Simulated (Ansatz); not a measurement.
Basis-set extrapolation for `N[Si@@H](F)S[Si@@H](N)Cl` (PBE0-D4/def2-TZVP geometry, frozen core, Ansatz 0.2.0). Multiplicity 1, RHF reference.

```
                       def2-TZVPP    def2-QZVPP
                 HF  -1647.137092  -1647.189735
    MP2 correlation     -1.279694     -1.391267
CCSD(T) correlation     -1.391302       not run
```

Energies in hartree. Use E(X) = E(∞) + A·exp(−7.88·√X) for Hartree–Fock and E(X) = E(∞) + B·X^(−2.97) for correlation, with X = 3 and 4, and add CCSD(T) minus MP2 of the smaller set to the MP2 limit.

What is the CCSD(T) energy at the basis-set limit?

HF limit: -1647.189735 + (-0.052643) × 0.13774 = -1647.19699. MP2 limit: -1.391267 + (-0.111573) × 0.74074 = -1.47391. Higher-order term: -1.391302 − (-1.279694) = -0.11161. Total: -1648.78251 hartree, 667.2 kJ/mol below CCSD(T)/def2-TZVPP.
